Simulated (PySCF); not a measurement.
All numbers come from PySCF, PBE0, basis Zr def2-TZVP with ECP28, F def2-TZVP (scalar-relativistic core potentials, no spin–orbit coupling, density fitting). Open shells, if any, are unrestricted.

Problem. What shape and geometry does isolated singlet ZrF₃⁺ take (every ligand bound to Zr)?

Solution. Formally Zr is in oxidation state +4, d0. A d0 centre has no lone pair, yet it is C3v rather than trigonal planar: covalent bonding through the d orbitals favours lower symmetry. The polar-tensor charge on Zr, 2.95, is below the formal one. The lowest minimum found is a singlet of C3v symmetry with Zr–F 1.836 Å (×3); F–Zr–F 110.0° (×3). Its harmonic wavenumbers are 134 (a1), 181 (e), 767 (a1), 771 (e) cm⁻¹ and its dipole moment is 4.74 D about the centre of mass.

Other isomers or separated fragments may lie lower.
